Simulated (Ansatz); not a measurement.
## Molecular dynamics of C2H12O2Si3

Input:

```yaml
crystal:
  periodic: [false, false, false]
  atoms:
    - { symbol: Si, position_ang: [-0.074821, -0.137279, -0.170889] }
    - { symbol: O, position_ang: [0.284587, -0.378493, 1.51293] }
    - { symbol: C, position_ang: [-0.908473, -0.326621, 2.349792] }
    - { symbol: H, position_ang: [-1.662637, -1.110356, 2.105547] }
    - { symbol: H, position_ang: [-0.588016, -0.493381, 3.398063] }
    - { symbol: H, position_ang: [-1.432888, 0.656877, 2.316346] }
    - { symbol: O, position_ang: [1.498029, 0.051584, -0.865203] }
    - { symbol: C, position_ang: [2.372035, -1.080253, -0.550572] }
    - { symbol: H, position_ang: [2.020821, -2.04235, -0.988846] }
    - { symbol: H, position_ang: [3.367263, -0.859092, -0.985795] }
    - { symbol: H, position_ang: [2.50736, -1.238992, 0.542471] }
    - { symbol: Si, position_ang: [-1.11479, 1.850901, -0.593757] }
    - { symbol: H, position_ang: [-2.527445, 1.767102, -0.295872] }
    - { symbol: H, position_ang: [-0.561074, 2.931373, 0.190949] }
    - { symbol: H, position_ang: [-0.986119, 2.196307, -1.991703] }
    - { symbol: Si, position_ang: [-1.213303, -1.941828, -1.02166] }
    - { symbol: H, position_ang: [-1.985238, -2.618117, -0.003209] }
    - { symbol: H, position_ang: [-2.138229, -1.514284, -2.047145] }
    - { symbol: H, position_ang: [-0.329963, -2.920297, -1.614348] }
basis:
  gaussian: { orbitals: STO-3G }
hamiltonian:
  xc: b3lyp
md:
  timestep: 0.5
  n_steps: 150
  ensemble: nve_milne
  temperature: 1500.0
  initial_velocities: maxwell_boltzmann
  seed: 347717
```

Command:

```bash
$ ansatz run input.yaml --threads 1 --pin off --max-ram 2048MiB --backend cpu --events-out ev --progress --plain --runs-dir out
```

It starts from a relaxed structure.

Output, in part (one step line in 3, the closing report, with atoms numbered from 0):

```
md step     0: t =     0.00 fs  T =  1500.0 K  F+E_penalty+E_count = -29641.78018825 eV  E_kin = 3.296130 eV  conserved = -29638.48405828 eV  (23 SCF iters)
md step     3: t =     1.50 fs  T =  1249.4 K  F+E_penalty+E_count = -29641.23008189 eV  E_kin = 2.745401 eV  conserved = -29638.48468104 eV  (26 SCF iters)
md step     6: t =     3.00 fs  T =   976.7 K  F+E_penalty+E_count = -29640.63044828 eV  E_kin = 2.146268 eV  conserved = -29638.48418076 eV  (27 SCF iters)
md step     9: t =     4.50 fs  T =   942.0 K  F+E_penalty+E_count = -29640.55347318 eV  E_kin = 2.069875 eV  conserved = -29638.48359798 eV  (28 SCF iters)
md step    12: t =     6.00 fs  T =   850.7 K  F+E_penalty+E_count = -29640.35291759 eV  E_kin = 1.869292 eV  conserved = -29638.48362557 eV  (28 SCF iters)
md step    15: t =     7.50 fs  T =   723.6 K  F+E_penalty+E_count = -29640.07386715 eV  E_kin = 1.589949 eV  conserved = -29638.48391818 eV  (28 SCF iters)
md step    18: t =     9.00 fs  T =   694.6 K  F+E_penalty+E_count = -29640.01053998 eV  E_kin = 1.526230 eV  conserved = -29638.48431017 eV  (28 SCF iters)
md step    21: t =    10.50 fs  T =   783.3 K  F+E_penalty+E_count = -29640.20577667 eV  E_kin = 1.721199 eV  conserved = -29638.48457779 eV  (28 SCF iters)
md step    24: t =    12.00 fs  T =   835.9 K  F+E_penalty+E_count = -29640.32144601 eV  E_kin = 1.836901 eV  conserved = -29638.48454485 eV  (28 SCF iters)
md step    27: t =    13.50 fs  T =   828.2 K  F+E_penalty+E_count = -29640.30407484 eV  E_kin = 1.819951 eV  conserved = -29638.48412353 eV  (28 SCF iters)
md step    30: t =    15.00 fs  T =   732.4 K  F+E_penalty+E_count = -29640.09322763 eV  E_kin = 1.609440 eV  conserved = -29638.48378713 eV  (28 SCF iters)
md step    33: t =    16.50 fs  T =   683.4 K  F+E_penalty+E_count = -29639.98561109 eV  E_kin = 1.501791 eV  conserved = -29638.48382004 eV  (28 SCF iters)
md step    36: t =    18.00 fs  T =   801.8 K  F+E_penalty+E_count = -29640.24581816 eV  E_kin = 1.761822 eV  conserved = -29638.48399660 eV  (28 SCF iters)
md step    39: t =    19.50 fs  T =   926.7 K  F+E_penalty+E_count = -29640.52060725 eV  E_kin = 2.036347 eV  conserved = -29638.48426016 eV  (28 SCF iters)
md step    42: t =    21.00 fs  T =   829.5 K  F+E_penalty+E_count = -29640.30726787 eV  E_kin = 1.822832 eV  conserved = -29638.48443555 eV  (28 SCF iters)
md step    45: t =    22.50 fs  T =   607.9 K  F+E_penalty+E_count = -29639.82023512 eV  E_kin = 1.335811 eV  conserved = -29638.48442414 eV  (28 SCF iters)
md step    48: t =    24.00 fs  T =   645.0 K  F+E_penalty+E_count = -29639.90139985 eV  E_kin = 1.417242 eV  conserved = -29638.48415804 eV  (28 SCF iters)
md step    51: t =    25.50 fs  T =   729.7 K  F+E_penalty+E_count = -29640.08736979 eV  E_kin = 1.603380 eV  conserved = -29638.48398961 eV  (28 SCF iters)
md step    54: t =    27.00 fs  T =   653.3 K  F+E_penalty+E_count = -29639.91959610 eV  E_kin = 1.435538 eV  conserved = -29638.48405800 eV  (28 SCF iters)
md step    57: t =    28.50 fs  T =   671.8 K  F+E_penalty+E_count = -29639.96035616 eV  E_kin = 1.476228 eV  conserved = -29638.48412847 eV  (28 SCF iters)
md step    60: t =    30.00 fs  T =   852.5 K  F+E_penalty+E_count = -29640.35752135 eV  E_kin = 1.873387 eV  conserved = -29638.48413466 eV  (28 SCF iters)
md step    63: t =    31.50 fs  T =   912.1 K  F+E_penalty+E_count = -29640.48829269 eV  E_kin = 2.004164 eV  conserved = -29638.48412907 eV  (28 SCF iters)
md step    66: t =    33.00 fs  T =   776.5 K  F+E_penalty+E_count = -29640.19022897 eV  E_kin = 1.706190 eV  conserved = -29638.48403854 eV  (27 SCF iters)
md step    69: t =    34.50 fs  T =   647.9 K  F+E_penalty+E_count = -29639.90766339 eV  E_kin = 1.423784 eV  conserved = -29638.48387969 eV  (28 SCF iters)
md step    72: t =    36.00 fs  T =   610.6 K  F+E_penalty+E_count = -29639.82577114 eV  E_kin = 1.341846 eV  conserved = -29638.48392562 eV  (28 SCF iters)
md step    75: t =    37.50 fs  T =   680.6 K  F+E_penalty+E_count = -29639.97970714 eV  E_kin = 1.495608 eV  conserved = -29638.48409884 eV  (27 SCF iters)
md step    78: t =    39.00 fs  T =   736.3 K  F+E_penalty+E_count = -29640.10230363 eV  E_kin = 1.618021 eV  conserved = -29638.48428264 eV  (26 SCF iters)
md step    81: t =    40.50 fs  T =   758.9 K  F+E_penalty+E_count = -29640.15196628 eV  E_kin = 1.667585 eV  conserved = -29638.48438130 eV  (27 SCF iters)
md step    84: t =    42.00 fs  T =   804.2 K  F+E_penalty+E_count = -29640.25143041 eV  E_kin = 1.767131 eV  conserved = -29638.48429934 eV  (26 SCF iters)
md step    87: t =    43.50 fs  T =   834.5 K  F+E_penalty+E_count = -29640.31780068 eV  E_kin = 1.833697 eV  conserved = -29638.48410346 eV  (26 SCF iters)
md step    90: t =    45.00 fs  T =   808.8 K  F+E_penalty+E_count = -29640.26124096 eV  E_kin = 1.777323 eV  conserved = -29638.48391813 eV  (27 SCF iters)
md step    93: t =    46.50 fs  T =   735.0 K  F+E_penalty+E_count = -29640.09903869 eV  E_kin = 1.615101 eV  conserved = -29638.48393728 eV  (27 SCF iters)
md step    96: t =    48.00 fs  T =   780.1 K  F+E_penalty+E_count = -29640.19820826 eV  E_kin = 1.714179 eV  conserved = -29638.48402929 eV  (28 SCF iters)
md step    99: t =    49.50 fs  T =   924.0 K  F+E_penalty+E_count = -29640.51449110 eV  E_kin = 2.030371 eV  conserved = -29638.48412047 eV  (28 SCF iters)
md step   102: t =    51.00 fs  T =   921.8 K  F+E_penalty+E_count = -29640.50982879 eV  E_kin = 2.025658 eV  conserved = -29638.48417098 eV  (28 SCF iters)
md step   105: t =    52.50 fs  T =   731.6 K  F+E_penalty+E_count = -29640.09181609 eV  E_kin = 1.607638 eV  conserved = -29638.48417767 eV  (28 SCF iters)
md step   108: t =    54.00 fs  T =   652.0 K  F+E_penalty+E_count = -29639.91671719 eV  E_kin = 1.432678 eV  conserved = -29638.48403876 eV  (27 SCF iters)
md step   111: t =    55.50 fs  T =   660.5 K  F+E_penalty+E_count = -29639.93522514 eV  E_kin = 1.451346 eV  conserved = -29638.48387924 eV  (27 SCF iters)
md step   114: t =    57.00 fs  T =   620.7 K  F+E_penalty+E_count = -29639.84788420 eV  E_kin = 1.363980 eV  conserved = -29638.48390405 eV  (28 SCF iters)
md step   117: t =    58.50 fs  T =   623.9 K  F+E_penalty+E_count = -29639.85491147 eV  E_kin = 1.370934 eV  conserved = -29638.48397746 eV  (28 SCF iters)
md step   120: t =    60.00 fs  T =   711.4 K  F+E_penalty+E_count = -29640.04735644 eV  E_kin = 1.563274 eV  conserved = -29638.48408230 eV  (28 SCF iters)
md step   123: t =    61.50 fs  T =   809.4 K  F+E_penalty+E_count = -29640.26265981 eV  E_kin = 1.778484 eV  conserved = -29638.48417627 eV  (27 SCF iters)
md step   126: t =    63.00 fs  T =   787.7 K  F+E_penalty+E_count = -29640.21525425 eV  E_kin = 1.731014 eV  conserved = -29638.48423982 eV  (28 SCF iters)
md step   129: t =    64.50 fs  T =   640.3 K  F+E_penalty+E_count = -29639.89120407 eV  E_kin = 1.406966 eV  conserved = -29638.48423783 eV  (28 SCF iters)
md step   132: t =    66.00 fs  T =   504.6 K  F+E_penalty+E_count = -29639.59299164 eV  E_kin = 1.108808 eV  conserved = -29638.48418389 eV  (28 SCF iters)
md step   135: t =    67.50 fs  T =   512.0 K  F+E_penalty+E_count = -29639.60916317 eV  E_kin = 1.125080 eV  conserved = -29638.48408302 eV  (28 SCF iters)
md step   138: t =    69.00 fs  T =   573.1 K  F+E_penalty+E_count = -29639.74339700 eV  E_kin = 1.259408 eV  conserved = -29638.48398915 eV  (28 SCF iters)
md step   141: t =    70.50 fs  T =   571.9 K  F+E_penalty+E_count = -29639.74066053 eV  E_kin = 1.256693 eV  conserved = -29638.48396801 eV  (28 SCF iters)
md step   144: t =    72.00 fs  T =   545.3 K  F+E_penalty+E_count = -29639.68220180 eV  E_kin = 1.198189 eV  conserved = -29638.48401231 eV  (28 SCF iters)
md step   147: t =    73.50 fs  T =   621.0 K  F+E_penalty+E_count = -29639.84876912 eV  E_kin = 1.364678 eV  conserved = -29638.48409071 eV  (27 SCF iters)
md step   150: t =    75.00 fs  T =   738.1 K  F+E_penalty+E_count = -29640.10613571 eV  E_kin = 1.622016 eV  conserved = -29638.48411992 eV  (24 SCF iters)
Total energy: -29640.10639895 eV, -1089.2538193759 hartree
Atom 0 at    -0.097328    -0.013817    -0.300220 Å, force    -0.011006    -1.801805    -2.227580 eV/Å
Atom 1 at     0.148701    -0.113411     1.320414 Å, force     1.624730     0.238648     2.020397 eV/Å
Atom 2 at    -0.630420    -0.657285     2.371986 Å, force    -1.697104     1.333944     1.119871 eV/Å
Atom 3 at    -1.155911    -1.594822     2.096668 Å, force     0.457532    -0.509022     0.453449 eV/Å
Atom 4 at    -0.085369    -0.686582     3.364197 Å, force     0.487239    -0.882047    -1.137629 eV/Å
Atom 5 at    -1.472375     0.022299     2.712813 Å, force     0.063744     0.017295    -0.814852 eV/Å
Atom 6 at     1.553854    -0.326474    -0.991260 Å, force    -0.984864     0.677285     0.456235 eV/Å
Atom 7 at     2.444277    -1.181883    -0.187865 Å, force     1.166566     1.015381    -1.273898 eV/Å
Atom 8 at     2.236618    -2.257857    -0.128099 Å, force    -0.956764    -0.388321     0.537156 eV/Å
Atom 9 at     3.406663    -1.182603    -0.743320 Å, force    -0.048654     0.131548    -0.480123 eV/Å
Atom 10 at     2.784332    -0.756313     0.763649 Å, force    -0.690981    -0.057801     0.993008 eV/Å
Atom 11 at    -1.205107     1.984199    -0.548496 Å, force     0.187323     0.656622     0.411299 eV/Å
Atom 12 at    -2.160906     2.131929    -1.612051 Å, force     0.035827    -0.283420    -0.381557 eV/Å
Atom 13 at    -2.008443     2.139076     0.655009 Å, force     0.168279    -0.190679    -0.107043 eV/Å
Atom 14 at    -0.370533     3.166632    -0.574089 Å, force     0.117375    -0.104991    -0.106219 eV/Å
Atom 15 at    -1.252510    -1.927019    -1.029893 Å, force     0.977514     2.246193     2.684859 eV/Å
Atom 16 at    -1.416628    -2.293437     0.374361 Å, force    -0.727989    -0.847846    -0.720177 eV/Å
Atom 17 at    -2.483631    -1.785897    -1.710359 Å, force    -0.626276    -0.204305    -0.511599 eV/Å
Atom 18 at    -0.257351    -2.769913    -1.530513 Å, force     0.457507    -1.046678    -0.915597 eV/Å
Dipole moment:    -0.252191    -0.168328     0.004556 e Å
```

The run went to its last step. The conserved energy stayed within 0.041 meV per atom of its start (net change -0.0033 meV per atom), so the integration is sound. The temperature averaged 0.47 of the 1500 K drawn at the start: a run that starts near a minimum puts about half its kinetic energy into the potential. A run of 0.075 ps of so small a system gives no equilibrium averages. Limits of this set-up: minimal basis.

The same pairs are bonded in the first frame and the last. Pairs count as bonded within 1.25 times the sum of covalent radii (0.12 Å more for H–H).

Last frame:

```xyz
19
Properties=species:S:1:pos:R:3
Si -0.097 -0.014 -0.300
O 0.149 -0.113 1.320
C -0.630 -0.657 2.372
H -1.156 -1.595 2.097
H -0.085 -0.687 3.364
H -1.472 0.022 2.713
O 1.554 -0.327 -0.991
C 2.444 -1.182 -0.188
H 2.237 -2.258 -0.128
H 3.407 -1.183 -0.743
H 2.784 -0.756 0.764
Si -1.205 1.984 -0.548
H -2.161 2.132 -1.612
H -2.008 2.139 0.655
H -0.370 3.167 -0.574
Si -1.252 -1.927 -1.030
H -1.417 -2.293 0.374
H -2.484 -1.786 -1.710
H -0.257 -2.770 -1.530
```

Run time: 17 min on 1 thread of Arm Neoverse V1, with other jobs on the host, peak memory 0.17 GiB.
